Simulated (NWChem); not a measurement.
A series in which one site is exchanged, each optimised at PBE0/def2-SVP with NWChem, gas phase unless a solvent is named. All stand in one matching conformer (torsions within 35°), which need not be the lowest. Some are not confirmed as minima by frequencies. def2 effective core potentials on In; no spin-orbit coupling.

A: [OH][In]([F])[Cl] (InHOClF; site = F)
B: [Cl][In]([OH])[Br] (InHOBrCl; site = Br)
C: [OH][In]([Cl])[Cl] (InHOCl$_{2}$; site = Cl)
D: [OH][InH][Cl] (InH2OCl; site = H)

### Question
Rank them by static polarisability, CAM-B3LYP/def2-SVPD (bohr³), lowest first.

### Answer
A (50.2), D (53.8), C (66.1), B (74.7)
